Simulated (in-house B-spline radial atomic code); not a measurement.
Ionising Zn³⁺ with different functionals

Computed with an all-electron radial atomic-structure program (B-spline basis): four-component Dirac-Coulomb Hamiltonian, Fermi nucleus of rms radius 3.9283 fm, spin-restricted, spherical fractional occupations for the functionals. The ionisation energy is the difference of two self-consistent energies, [Ar] 3d9 → [Ar] 3d8, without Breit or QED terms; ε is the level of the shell that loses the electron (mean over j). The electron is taken from both j subshells in proportion to 2j + 1, so the result is a j average, not the step between ground levels.

Hybrids are left out here: with spherical fractional occupations of an open shell their exact exchange keeps a self-interaction that integer-occupation calculations don't have.

```csv
method,rung,ΔSCF (eV),-ε(3d) (eV)
LDA VWN5,LDA,62.16,51.07
relativistic LDA,LDA,62.18,51.09
LDA PW92,LDA,62.15,51.07
LDA exchange-only,LDA,60.29,49.27
PBE,GGA,61.81,50.71
PBEsol,GGA,61.78,50.68
BLYP,GGA,61.79,50.70
RPBE,GGA,61.71,50.60
PW91,GGA,61.94,50.84
BP86,GGA,61.87,50.78
AM05,GGA,61.80,50.71
OLYP,GGA,62.10,50.93
```

**Question.** How do they compare with the NIST value?

**Answer.** NIST lists 59.57 eV ± 0.019 (measured, ground level to ground level). Errors run from +0.72 to +2.61 eV. The correlated functionals all miss on the same side by more than they spread, so the cause is common to them (Breit-QED terms, spin polarisation, the choice among j levels, multiplet and fine-structure energies, or a listed next ion that isn't the cheapest removal here) and closeness doesn't rank the functionals.
